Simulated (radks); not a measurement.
All-electron atom: Ar4+ in [Ne] 3s2 3p2. Method: scalar-relativistic Kohn-Sham, r2SCAN, spin-polarised, spherical densities, finite nucleus; open shells are filled with parallel spins first; meta-GGA in the generalised Kohn-Sham scheme; Fermi nuclear charge, rms radius 3.4274 fm; computed with a radial shooting solver on a logarithmic mesh with Libxc functionals.

Local quantities along the radius. ELF = 1/(1 + alpha^2) is the electron localisation function; alpha = (tau - tau_W)/tau_unif compares the Pauli kinetic energy density with that of the uniform gas (summed over spins); -r V(r) is the screened charge that the Kohn-Sham potential of spin up presents (atomic units); r v_xc is r times the local exchange-correlation potential of spin up (hartree bohr, multiplicative part alone). tau is taken from the large components.

| r (bohr) | ELF | alpha | -r V(r) | r v_xc |
|---|---|---|---|---|
| 0.006326 | 1.000 | 0.01300 | 17.71 | -0.1406 |
| 0.007132 | 1.000 | 0.01348 | 17.67 | -0.1532 |
| 0.008042 | 1.000 | 0.01405 | 17.63 | -0.1671 |
| 0.008995 | 1.000 | 0.01469 | 17.58 | -0.1813 |
| 0.01014 | 1.000 | 0.01551 | 17.52 | -0.1979 |
| 0.01143 | 1.000 | 0.01650 | 17.45 | -0.2162 |
| 0.01279 | 1.000 | 0.01762 | 17.38 | -0.2347 |
| 0.01442 | 1.000 | 0.01908 | 17.30 | -0.2561 |
| 0.01626 | 1.000 | 0.02088 | 17.21 | -0.2792 |
| 0.01819 | 0.999 | 0.02296 | 17.11 | -0.3023 |
| 0.0205 | 0.999 | 0.02576 | 16.99 | -0.3286 |
| 0.02293 | 0.999 | 0.02906 | 16.87 | -0.3545 |
| 0.02586 | 0.999 | 0.03361 | 16.73 | -0.3837 |
| 0.02916 | 0.998 | 0.03961 | 16.57 | -0.4139 |
| 0.03261 | 0.998 | 0.04707 | 16.41 | -0.4430 |
| 0.03677 | 0.997 | 0.05790 | 16.21 | -0.4749 |
| 0.04146 | 0.995 | 0.07309 | 16.00 | -0.5072 |
| 0.04637 | 0.991 | 0.09318 | 15.79 | -0.5377 |
| 0.05228 | 0.985 | 0.1245 | 15.54 | -0.5711 |
| 0.05895 | 0.971 | 0.1715 | 15.28 | -0.6057 |
| 0.06593 | 0.946 | 0.2380 | 15.02 | -0.6387 |
| 0.07434 | 0.892 | 0.3472 | 14.71 | -0.6679 |
| 0.08315 | 0.798 | 0.5027 | 14.38 | -0.6676 |
| 0.09375 | 0.640 | 0.7499 | 13.93 | -0.6015 |
| 0.1057 | 0.457 | 1.091 | 13.44 | -0.5079 |
| 0.1182 | 0.321 | 1.453 | 13.05 | -0.5149 |
| 0.1333 | 0.246 | 1.750 | 12.66 | -0.5679 |
| 0.1503 | 0.239 | 1.784 | 12.26 | -0.6485 |
| 0.1681 | 0.291 | 1.560 | 11.81 | -0.6621 |
| 0.1895 | 0.410 | 1.199 | 11.36 | -0.7431 |
| 0.212 | 0.555 | 0.8948 | 10.97 | -0.8597 |
| 0.239 | 0.695 | 0.6628 | 10.48 | -0.9323 |
| 0.2695 | 0.788 | 0.5185 | 9.963 | -0.9677 |
| 0.3015 | 0.837 | 0.4409 | 9.480 | -0.9897 |
| 0.3399 | 0.861 | 0.4017 | 8.997 | -1.022 |
| 0.3832 | 0.861 | 0.4024 | 8.536 | -1.037 |
| 0.4286 | 0.833 | 0.4482 | 8.123 | -1.030 |
| 0.4833 | 0.746 | 0.5842 | 7.658 | -0.9547 |
| 0.5449 | 0.544 | 0.9163 | 6.994 | -0.6425 |
| 0.6095 | 0.287 | 1.576 | 6.738 | -0.6886 |
| 0.6872 | 0.130 | 2.585 | 6.399 | -0.6537 |
| 0.7686 | 0.108 | 2.873 | 6.260 | -0.7889 |
| 0.8667 | 0.203 | 1.983 | 5.943 | -0.7565 |
| 0.9771 | 0.486 | 1.028 | 5.907 | -0.9909 |
| 1.093 | 0.749 | 0.5783 | 5.698 | -1.014 |
| 1.232 | 0.865 | 0.3951 | 5.510 | -1.040 |
| 1.389 | 0.893 | 0.3466 | 5.345 | -1.047 |
| 1.554 | 0.883 | 0.3646 | 5.200 | -1.021 |
| 1.752 | 0.837 | 0.4410 | 5.054 | -0.9594 |
| 1.976 | 0.737 | 0.5980 | 4.865 | -0.8206 |
| 2.21 | 0.565 | 0.8767 | 4.499 | -0.4795 |
| 2.491 | 0.315 | 1.476 | 4.096 | -0.08949 |
| 2.787 | 0.123 | 2.676 | 3.855 | 0.1469 |
| 3.142 | 0.030 | 5.716 | 4.087 | -0.08655 |
| 3.543 | 0.005 | 13.94 | 4.100 | -0.1001 |
| 3.963 | 0.001 | 36.58 | 4.067 | -0.06737 |
| 4.468 | 0.000 | 120.2 | 4.034 | -0.03376 |

On this mesh the ELF has minima near r = 0.15, 0.77 bohr, which separate the shells, and maxima near 0.34 (0.86), 1.4 (0.89).
